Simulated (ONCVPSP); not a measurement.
Ranking ONCV potentials for palladium

All share these settings but for the change named:

- Element: Pd
- Generator: ONCVPSP 4.0.1
- Type: optimised norm-conserving Vanderbilt (ONCV)
- Functional: PBE
- Relativity: scalar-relativistic
- Frozen core: [Ar] 3d10
- Valence charge: 18
- Reference configuration: 4s2 4p6 4d10
- Partial waves: 4s: rc 1.05 bohr, ncon 4, nbas 7, qcut 7.9 1/bohr, 2 projectors, debl 3.4 Ha; 4p: rc 1.35 bohr, ncon 4, nbas 8, qcut 9.7 1/bohr, 2 projectors, debl 0.6 Ha; 4d: rc 1.30 bohr, ncon 3, nbas 8, qcut 7.4 1/bohr, 2 projectors, debl 2.6 Ha; f scattering state at 0.1 Ha: rc 1.20 bohr, ncon 3, nbas 7, qcut 9.2 1/bohr, 2 projectors, debl 1.3 Ha
- Local potential: polynomial inside 0.75 bohr (lpopt 3, dvloc0 0 Ha)
- Core correction: Teter function fitted to the true core (icmod 2), fcfact 0.45

In the p channel the program set the typed energies aside and used -1.882, 0.250 Ha.

Cutoff: the first of the cutoffs (Ha) at which the residual kinetic energy of the hardest occupied pseudo-wave falls to 1 and 0.1 mHa per electron; the density cutoff is not measured.

The base gives 76 Ha.

Of 7 variants that were run, those that failed, showed a ghost or another fault, or gave nearly equal values are left out.

A variant can come out equal or close to the base.

Rank these variants from softest to hardest (loose cutoff).
A. p: debl 2.95
B. s: rc 1.4
C. s: nbas 9

B (33 Ha), C (53 Ha), A (76 Ha).
